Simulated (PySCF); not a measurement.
C3H2F3, SMILES C(=[CH])C(F)(F)F, multiplicity 2. Atoms are numbered in the order given.

```xyz
8

C     -0.1441    -2.1383     0.0000
C      0.5832    -1.0474     0.0000
C      0.0066     0.3381     0.0000
F     -1.3221     0.3381     0.0000
F      0.4184     1.0187     1.0749
F      0.4184     1.0187    -1.0749
H      0.0097    -3.2161     0.0000
H      1.6838    -1.0775     0.0000
```
Charge 0, spin multiplicity 2.

Coordinates come from a PBE0-D3(BJ)/def2-SVP optimisation. The isomer is the one that the SMILES or the coordinates give; other isomers of the formula were not compared.

The numbers are results of PBE/pcH-1 (PySCF), not measurements.

Unrestricted Kohn–Sham, ⟨S²⟩ = 0.759. Hyperfine tensors hold the contact and dipolar terms, without spin-orbit corrections.

### Question
Estimate the hyperfine couplings. (The exact figures need the calculation; the answer reports its results.)

### Answer

| nucleus | A(iso) (MHz) | A(iso) (G) | dipolar principal values (MHz) |
|---|---|---|---|
| 13C no. 1 | 308.6 | 110.1 | -83.3, -61.1, 144.4 |
| 13C no. 2 | -18.3 | -6.5 | -20.7, 2.4, 18.3 |
| 13C no. 3 | 60.4 | 21.6 | -5.2, -4.3, 9.5 |
| 19F no. 4 | 5.5 | 2.0 | -9.4, -0.5, 9.9 |
| 19F no. 5 | -7.2 | -2.6 | -2.2, -0.9, 3.2 |
| 19F no. 6 | -7.2 | -2.6 | -2.2, -0.9, 3.2 |
| 1H no. 7 | 33.0 | 11.8 | -31.1, -7.7, 38.8 |
| 1H no. 8 | 161.6 | 57.7 | -5.7, -1.3, 7.0 |

### Question
And the g tensor (effective nuclear charges for spin-orbit coupling, GIAO)? (The exact figures need the calculation; the answer reports its results.)

### Answer
principal values 2.0017, 2.0024, 2.0034; isotropic 2.0025.
